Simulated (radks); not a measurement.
Neutral germanium inside a hard spherical wall (all orbitals vanish at R), configuration held at [Ar] 3d10 4s2 4p2 and not refilled when levels cross. All-electron calculation, scalar-relativistic Kohn-Sham, LDA (Slater exchange, Perdew-Wang correlation), spin-polarised, spherical densities, finite nucleus; open shells are filled with parallel spins first; Fermi nuclear charge, rms radius 4.0742 fm. Program: a radial shooting solver on a logarithmic mesh with Libxc functionals. Eigenvalues in eV for spin up, with the zero of energy where the potential of the charges vanishes at infinity; a dash marks a level that is unbound or too diffuse for the functional's potential to be trusted. A positive occupied level is held by the wall or, in an anion where self-interaction has pushed it up, behind a barrier. The pressure on the wall is -dE/dV.

[
 {"R (bohr)": "free", "E (hartree)": "-2095.90891", "kinetic (hartree)": "2133.039", "e(3p)": "-115.24", "e(3d)": "-29.453", "e(4s)": "-12.370", "e(4p)": "-4.470", "e(5s, empty)": "-0.489", "e(5p, empty)": "-", "pressure (GPa)": "0"},
 {"R (bohr)": "10", "E (hartree)": "-2095.90862", "kinetic (hartree)": "2133.042", "e(3p)": "-115.21", "e(3d)": "-29.421", "e(4s)": "-12.344", "e(4p)": "-4.445", "e(5s, empty)": "0.167", "e(5p, empty)": "2.117", "pressure (GPa)": "0.00767"},
 {"R (bohr)": "7", "E (hartree)": "-2095.90018", "kinetic (hartree)": "2133.099", "e(3p)": "-114.75", "e(3d)": "-28.973", "e(4s)": "-12.011", "e(4p)": "-4.065", "e(5s, empty)": "2.889", "e(5p, empty)": "6.604", "pressure (GPa)": "0.478"},
 {"R (bohr)": "5", "E (hartree)": "-2095.81532", "kinetic (hartree)": "2133.524", "e(3p)": "-112.62", "e(3d)": "-26.883", "e(4s)": "-10.427", "e(4p)": "-1.981", "e(5s, empty)": "12.414", "e(5p, empty)": "19.097", "pressure (GPa)": "10.9"},
 {"R (bohr)": "3.5", "E (hartree)": "-2095.22349", "kinetic (hartree)": "2135.794", "e(3p)": "-106.02", "e(3d)": "-20.467", "e(4s)": "-4.013", "e(4p)": "6.593", "e(5s, empty)": "44.110", "e(5p, empty)": "55.465", "pressure (GPa)": "188"},
 {"R (bohr)": "3", "E (hartree)": "-2094.46222", "kinetic (hartree)": "2138.372", "e(3p)": "-100.89", "e(3d)": "-15.494", "e(4s)": "2.613", "e(4p)": "15.036", "e(5s, empty)": "72.398", "e(5p, empty)": "86.231", "pressure (GPa)": "587"},
 {"R (bohr)": "1.5", "E (hartree)": "-2067.91718", "kinetic (hartree)": "2217.227", "e(3p)": "-29.609", "e(3d)": "60.247", "e(4s)": "172.03", "e(4p)": "199.92", "e(5s, empty)": "553.38", "e(5p, empty)": "568.52", "pressure (GPa)": "77600"}
]
